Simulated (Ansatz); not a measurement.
**Relaxing a trial structure of CH5GaO**

The starting geometry of this gas-phase singlet was optimised with GFN2-xTB.

```tsv
atom	x (Å)	y (Å)	z (Å)
C	-1.6544	-0.6681	-0.2230
Ga	-0.3697	0.8569	-0.0974
O	-0.3375	-1.0938	-0.7783
H	-1.9183	-1.3254	0.6113
H	-2.4168	-0.7651	-1.0021
H	-0.3654	-2.0092	-1.0835
H	-0.1777	1.7891	-1.3239
H	0.5891	0.9507	1.1203
```

Task: Predict what becomes of its bonds when it is optimised with PBE0-D4/def2-TZVP.

Result: A bond breaks, leaving `O[CH2][GaH2]`. Contacts that open: Ga2–O3 (2.07 → 2.65 Å).

The energy falls by 0.22 eV over 12 steps:

| step | E − E(last) (eV) |
| --- | --- |
| 1 | 0.222 |
| 2 | 0.143 |
| 3 | 0.093 |
| 5 | 0.026 |
| 6 | 0.008 |
| 7 | 0.001 |
| 8 | 0.001 |
| 10 | 0.000 |
| 11 | 0.000 |
| 12 | 0.000 |

Final geometry (Å):

```xyz
8

C    -1.3760   -0.7335   -0.3323
Ga   -0.3725    0.9679   -0.0597
O    -0.3515   -1.5354   -0.9278
H    -1.7316   -1.1714    0.6076
H    -2.2343   -0.6167   -1.0042
H    -0.7004   -2.4095   -1.1193
H    -0.3257    2.0412   -1.2067
H     0.4414    1.1928    1.2658
```

The end wasn't checked by frequencies. Run with Ansatz 0.2.0, 59 s on 2 threads of Intel(R) Xeon(R) Processor @ 2.50GHz (Skylake/Cascade Lake) (shared host).
